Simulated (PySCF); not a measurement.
Species: C2H12N2SSi2.
Z-matrix (Å and degrees, GFN2-xTB geometry), rows numbered from 1:
```
C 
C   1  1.5239
Si  2  1.8971  1  113.32
N   3  1.7243  2  108.75  1   170.58
N   3  1.7294  2  108.55  1   -65.18
S   3  2.1828  2  111.46  1    55.73
Si  6  2.1331  3  103.95  2    55.10
H   1  1.0878  2  110.73  3    64.79
H   1  1.0890  2  110.92  3  -175.15
H   1  1.0881  2  110.59  3   -54.94
H   2  1.0903  1  109.20  3   121.71
H   2  1.0891  1  109.23  3  -122.01
H   4  1.0066  3  117.90  2    60.85
H   4  1.0073  3  117.87  2  -163.60
H   5  1.0088  3  117.50  2   179.88
H   5  1.0079  3  117.77  2    46.69
H   7  1.4569  6  109.54  3    54.98
H   7  1.4539  6  102.83  3   174.97
H   7  1.4598  6  109.51  3   -66.49
```

Computed at PBE0/pcSseg-1 (PySCF, non-relativistic), with Q(14N) = 0.02044 b, Q(33S) = −0.0678 b: N4, 14N (I = 1): χzz = -4.365 MHz, η = 0.324; N5, 14N (I = 1): χzz = -4.177 MHz, η = 0.368; S6, 33S (I = 3/2): χzz = 23.69 MHz, η = 0.776.

(1) Where would the pure quadrupole (NQR) lines of 14N at N4 fall for the rigid, isolated species?

(2) Where would the pure quadrupole (NQR) lines of 14N at N5 fall for the rigid, isolated species?

(3) Where would the pure quadrupole (NQR) lines of 33S at S6 fall for the rigid, isolated species?

Results:

(1) From ν± = (3/4)|χ|(1 ± η/3) and ν0 = |χ|η/2: ν+ 3.627 MHz, ν− 2.920 MHz, ν0 0.707 MHz (silicon-bound nitrogen).

(2) From ν± = (3/4)|χ|(1 ± η/3) and ν0 = |χ|η/2: ν+ 3.517 MHz, ν− 2.748 MHz, ν0 0.768 MHz (silicon-bound nitrogen).

(3) From ν = (|χ|/2)√(1 + η²/3): ν = 12.98 MHz (sulfur bonded to 2 Si).

In a crystal, neighbours and librations shift these lines. GFN2-xTB bond lengths can be off by several hundredths of an ångström, more for odd bonds, and the gradients follow them. With a basis this small, the couplings can be 20 % off.

One conformer stands for the species.
